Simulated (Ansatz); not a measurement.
Input file for CH4AlBF2Si, SMILES `FB1C[Si]1(F)[AlH2]`:

```yaml
crystal:
  periodic: [false, false, false]
  atoms:
    - {symbol: F, position_ang: [-1.116717, -2.657799, 1.169588]}
    - {symbol: B, position_ang: [-0.528668, -1.590595, 0.674514]}
    - {symbol: C, position_ang: [0.546096, -1.347892, -0.351074]}
    - {symbol: Si, position_ang: [-0.791556, 0.123956, -0.203859]}
    - {symbol: F, position_ang: [-2.002366, 0.198567, -1.266390]}
    - {symbol: Al, position_ang: [0.326673, 2.233582, 0.253927]}
    - {symbol: H, position_ang: [1.376573, -0.698523, -0.054807]}
    - {symbol: H, position_ang: [0.847463, -2.048947, -1.127518]}
    - {symbol: H, position_ang: [-0.369466, 3.643510, 0.067662]}
    - {symbol: H, position_ang: [1.795169, 2.092843, 0.840955]}
basis:
  gaussian: {orbitals: def2-TZVPP}
correlation: {method: ccsd_t}
```

```sh
$ ansatz run in.yaml --threads 4 --pin off --events-out ev --progress --plain --max-ram 10444MiB
```

The program prints (abridged):

```
Functional definition: HF
1605 factors; integrals over basis functions are off by at most 1.2e-3 eV
mean field evaluation 1: about -21622.1893 eV, gradient 4.3e1 eV
mean field evaluation 2: about -21622.4547 eV, gradient 4.4e1 eV
mean field evaluation 4: about -21626.9758 eV, gradient 4.0e0 eV
mean field evaluation 8: about -21627.0732 eV, gradient 3.7e-1 eV
mean field evaluation 16: about -21627.0740 eV, gradient 1.7e-6 eV
mean field -21627.07398628 eV, -794.7803096384 hartree, gradient 1.7e-6 eV, S^2 0.000000; 0 other end points of the search recorded, 0 dependent functions left out
14 core orbitals not correlated: weight in the atoms' cores, before any rotation towards them, 1.000 or more for the frozen orbitals, at most 0.000 for the correlated occupied ones
reference -21627.07398628 eV, -794.7803096384 hartree; 16, 16 occupied and 234, 234 virtual orbitals, 1605 factors
second order -25.78639761 eV of doubles, -0.00000000 eV of singles
cycle   1  -26.06699253 eV  change   -2.8e-1 eV  update   1.2e-1
cycle   2  -26.69917608 eV  change   -6.3e-1 eV  update   3.9e-2
cycle   3  -26.86354241 eV  change   -1.6e-1 eV  update   2.2e-2
cycle   4  -26.84656272 eV  change    1.7e-2 eV  update   5.9e-3
cycle   5  -26.84153601 eV  change    5.0e-3 eV  update   3.2e-3
cycle   6  -26.84351326 eV  change   -2.0e-3 eV  update   1.4e-3
cycle   7  -26.84328873 eV  change    2.2e-4 eV  update   7.2e-4
cycle   8  -26.84281805 eV  change    4.7e-4 eV  update   3.0e-4
cycle   9  -26.84293969 eV  change   -1.2e-4 eV  update   1.4e-4
cycle  10  -26.84307624 eV  change   -1.4e-4 eV  update   5.6e-5
cycle  11  -26.84299218 eV  change    8.4e-5 eV  update   2.5e-5
cycle  12  -26.84300650 eV  change   -1.4e-5 eV  update   1.2e-5
perturbative correction -1.00316929 eV, -0.0368657915 hartree
Total energy: -21654.92016207 eV, -795.8036377238 hartree
```

Run time 5.4 min (4 threads of an Arm Neoverse N1 on a shared host); peak host memory 6.3 GiB.

MP2 recovers 92.6 % of the CCSD(T) correlation energy and the triples give 3.6 %; T1 = 0.0147.
